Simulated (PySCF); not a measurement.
Atomic charges by several schemes

Compound: C₂H₉NOSi.
Structure used (GFN2-xTB), in Å, numbered top down from 1:
```
atom  x, y, z in Å
C1    -1.845   -0.190    1.530
C2    -1.067    0.154    0.264
N3     0.291   -0.326    0.341
Si4    1.608    0.403   -0.489
O5     2.965   -0.398   -0.090
H6    -1.342    0.225    2.400
H7    -2.852    0.215    1.477
H8    -1.911   -1.269    1.652
H9    -1.590   -0.262   -0.610
H10   -1.024    1.237    0.137
H11    0.317   -1.328    0.474
H12    1.643    0.286   -1.946
H13    1.621    1.794   -0.030
H14    3.184   -0.542    0.827
```

Density: PBE0/pcSseg-1 (PySCF); schemes: Mulliken, IAO, Hirshfeld and ESP-fitted. The structure is a single GFN2-xTB conformer in the gas phase; no vibrational or solvent corrections.

Q: Atoms with like bonding are taken together and averaged. For which atoms does the sign change between the 4 schemes (beyond +0.03 e in one, beyond −0.03 e in another)?

A: C2.

Q: Which atoms carry the highest charge in the Mulliken, IAO, Hirshfeld and ESP-fitted schemes?

A: All schemes agree: Mulliken Si4 (+0.917); IAO Si4 (+1.129); Hirshfeld Si4 (+0.415); ESP-fitted Si4 (+0.706).

Q: Give the atomic charges in each scheme.

A: In e; atoms taken as equivalent share a row and are averaged (×n: the atom named and its like, n in all):

```csv
atom,environment,Mulliken,IAO,Hirshfeld,ESP-fitted
C1,methyl carbon,-0.274,-0.423,-0.122,-0.398
C2,sp3 carbon bound to nitrogen,-0.063,-0.131,-0.019,+0.373
N3,silicon-bound nitrogen,-0.682,-0.702,-0.250,-0.788
Si4,oxygen-bound silicon,+0.917,+1.129,+0.415,+0.706
O5,silanol oxygen,-0.561,-0.791,-0.314,-0.670
H6/H7/H8,methyl hydrogen,+0.109,+0.140,+0.040,+0.097
H9/H10,methylene hydrogen,+0.112,+0.125,+0.036,-0.012
H11,N–H hydrogen,+0.186,+0.249,+0.111,+0.354
H12/H13,Si–H hydrogen,-0.156,-0.182,-0.094,-0.131
H14,hydroxyl hydrogen,+0.239,+0.361,+0.176,+0.417
```

Mean size of the charges over all atoms: IAO 0.344 e, ESP-fitted 0.307 e, Mulliken 0.270 e, Hirshfeld 0.127 e. Each set sums to the total charge, 0, to within 0.001 e. The ESP scheme is a least-squares fit of atom-centred charges to the potential on four shells outside the van der Waals surface, with the total charge fixed. The Hirshfeld scheme divides the density at each point in proportion to the densities of the neutral, spherically averaged free atoms.

Some averages cover members that differ in this geometry: H9/H10, ESP-fitted -0.032 to +0.008 e.

Q: How many electrons does the IAO scheme count on C1?

A: Z − q = 6 − (-0.423) = 6.423.

Q: Sum the charges by element, for elements with more than one atom.

A: 
| element | atoms | Mulliken | IAO | Hirshfeld | ESP-fitted |
| --- | --- | --- | --- | --- | --- |
| C | 2 | -0.337 | -0.553 | -0.141 | -0.025 |
| H | 9 | +0.663 | +0.918 | +0.290 | +0.778 |

Q: How closely do the schemes follow one another over all atoms?

A: Correlation coefficient and root-mean-square difference: Mulliken with IAO 0.99, 0.103 e; IAO with Hirshfeld 0.99, 0.288 e; Mulliken with Hirshfeld 0.98, 0.202 e; Hirshfeld with ESP-fitted 0.92, 0.249 e; Mulliken with ESP-fitted 0.91, 0.162 e; IAO with ESP-fitted 0.91, 0.192 e.
